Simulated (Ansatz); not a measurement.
All numbers were calculated with Ansatz.

A structure relaxed at PBE0-D4/def2-TZVP, charge 0, multiplicity 1:

```xyz
7

N     1.0164    0.5889    0.3825
Cu   -0.6003   -0.2173   -0.2755
O    -2.1261   -0.8493   -0.9429
H     1.1615    0.3828    1.3658
H     0.9839    1.5992    0.2844
H     1.8320    0.2593   -0.1242
H    -2.2673   -1.7636   -0.6900
```

(1) Give its formula and SMILES.

(2) Summarise the bond lengths by kind.

Results:

(1) CuH4NO, `[NH3+][Cu-][OH]`.

(2) 1 × Cu–N 1.923 Å; 3 × H–N 1.015 to 1.016 Å; 1 × Cu–O 1.781 Å; 1 × H–O 0.959 Å.
